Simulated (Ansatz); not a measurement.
The input (input.yaml):

```yaml
crystal:
  periodic: [false, false, false]
  atoms:
    - { symbol: O, position_ang: [-2.04787, -0.487826, 0.661627] }
    - { symbol: C, position_ang: [-0.797631, -0.55538, 0.106153] }
    - { symbol: C, position_ang: [0.153381, 0.407762, 0.11238] }
    - { symbol: B, position_ang: [1.486687, 0.1445, -0.561294] }
    - { symbol: F, position_ang: [2.466416, 1.114922, -0.563863] }
    - { symbol: H, position_ang: [-2.220595, 0.372525, 1.0977] }
    - { symbol: H, position_ang: [-0.656666, -1.522792, -0.362174] }
    - { symbol: H, position_ang: [-0.051773, 1.361651, 0.602057] }
    - { symbol: H, position_ang: [1.756651, -0.881762, -1.109585] }
basis:
  gaussian: { orbitals: "6-31G" }
hamiltonian:
  xc: b3lyp
  dispersion: d4
neb:
  order_check: false
  images: 7
  f_tol: 0.05
  max_iterations: 60
  spring: 50.0
  final_atoms:
    - { symbol: O, position_ang: [-2.03491616, -0.51136107, 0.64683098] }
    - { symbol: C, position_ang: [-0.7793326, -0.54664218, 0.10236429] }
    - { symbol: C, position_ang: [0.14964016, 0.43857437, 0.12663738] }
    - { symbol: B, position_ang: [1.50836662, 0.24676609, -0.5272423] }
    - { symbol: F, position_ang: [1.79468614, -0.95611589, -1.15509311] }
    - { symbol: H, position_ang: [-2.23123755, 0.34102091, 1.08883347] }
    - { symbol: H, position_ang: [-0.60738965, -1.50421754, -0.37440455] }
    - { symbol: H, position_ang: [-0.0859378, 1.38103221, 0.62322221] }
    - { symbol: H, position_ang: [2.37472082, 1.0645431, -0.54814736] }
  initial_path:
    images:
      - { positions_ang: [[-2.04787, -0.487826, 0.661627], [-0.797631, -0.55538, 0.106153], [0.153381, 0.407762, 0.11238], [1.486687, 0.1445, -0.561294], [2.466416, 1.114922, -0.563863], [-2.220595, 0.372525, 1.0977], [-0.656666, -1.522792, -0.362174], [-0.051773, 1.361651, 0.602057], [1.756651, -0.881762, -1.109585]] }
      - { positions_ang: [[-2.0209317, -0.48560996, 0.71294216], [-0.7816233, -0.58058496, 0.15291298], [0.11714812, 0.39833238, 0.06798624], [1.49837091, 0.15456865, -0.59104369], [2.5061048, 0.87880602, -0.38104591], [-2.25799821, 0.40317638, 1.07052223], [-0.58251922, -1.55782763, -0.23309962], [-0.10760277, 1.37423131, 0.47079832], [1.71765136, -0.63149219, -1.28697171]] }
      - { positions_ang: [[-1.9939934, -0.48339393, 0.76425732], [-0.76561559, -0.60578992, 0.19967296], [0.08091525, 0.38890276, 0.02359247], [1.51005482, 0.1646373, -0.62079337], [2.54579359, 0.64269004, -0.19822883], [-2.29540142, 0.43382777, 1.04334447], [-0.50837243, -1.59286326, -0.10402524], [-0.16343253, 1.38681163, 0.33953964], [1.67865172, -0.38122239, -1.46435841]] }
      - { positions_ang: [[-1.9670551, -0.48117789, 0.81557249], [-0.74960789, -0.63099488, 0.24643293], [0.04468237, 0.37947314, -0.02080129], [1.52173873, 0.17470595, -0.65054306], [2.58548239, 0.40657407, -0.01541174], [-2.33280464, 0.46447915, 1.0161667], [-0.43422565, -1.62789889, 0.02504913], [-0.2192623, 1.39939194, 0.20828095], [1.63965208, -0.13095258, -1.64174512]] }
      - { positions_ang: [[-1.9401168, -0.47896185, 0.86688765], [-0.73360019, -0.65619984, 0.29319291], [0.0084495, 0.37004352, -0.06519506], [1.53342263, 0.1847746, -0.68029274], [2.62517119, 0.17045809, 0.16740534], [-2.37020785, 0.49513053, 0.98898894], [-0.36007886, -1.66293452, 0.15412351], [-0.27509206, 1.41197226, 0.07702227], [1.60065244, 0.11931723, -1.81913182]] }
      - { positions_ang: [[-1.96381664, -0.48706166, 0.81187348], [-0.74503329, -0.62881043, 0.24548575], [0.04374716, 0.38717623, -0.01723695], [1.52715863, 0.20027247, -0.64203013], [2.41754993, -0.11118541, -0.16321927], [-2.33546528, 0.45660313, 1.01395007], [-0.42190656, -1.62325528, 0.02199149], [-0.2278035, 1.40423725, 0.21357226], [1.79416954, 0.35562369, -1.50138571]] }
      - { positions_ang: [[-1.98751648, -0.49516146, 0.75685932], [-0.75646639, -0.60142101, 0.1977786], [0.07904483, 0.40430894, 0.03072116], [1.52089463, 0.21577035, -0.60376752], [2.20992867, -0.3928289, -0.49384388], [-2.3007227, 0.41807572, 1.0389112], [-0.48373425, -1.58357603, -0.11014052], [-0.18051493, 1.39650223, 0.35012224], [1.98768663, 0.59193016, -1.18363959]] }
      - { positions_ang: [[-2.01121632, -0.50326127, 0.70184515], [-0.7678995, -0.57403159, 0.15007144], [0.1143425, 0.42144165, 0.07867927], [1.51463063, 0.23126822, -0.56550491], [2.00230741, -0.6744724, -0.82446849], [-2.26598013, 0.37954832, 1.06387234], [-0.54556195, -1.54389679, -0.24227254], [-0.13322636, 1.38876722, 0.48667222], [2.18120373, 0.82823663, -0.86589348]] }
      - { positions_ang: [[-2.03491616, -0.51136107, 0.64683098], [-0.7793326, -0.54664218, 0.10236429], [0.14964016, 0.43857437, 0.12663738], [1.50836662, 0.24676609, -0.5272423], [1.79468614, -0.95611589, -1.15509311], [-2.23123755, 0.34102091, 1.08883347], [-0.60738965, -1.50421754, -0.37440455], [-0.0859378, 1.38103221, 0.62322221], [2.37472082, 1.0645431, -0.54814736]] }
```

Launched with:

```bash
$ ansatz run input.yaml --threads 1 --pin off --max-ram 2048MiB --backend cpu --events-out ev --progress --plain --runs-dir out
```

Hardware: 1 thread of Intel(R) Xeon(R) Platinum 8488C (Sapphire Rapids), on a shared host.

Problem. Roughly how long does this run take, and how much memory?

Solution. 2.1 min, with a peak of 0.14 GiB, for 10 band iterations.
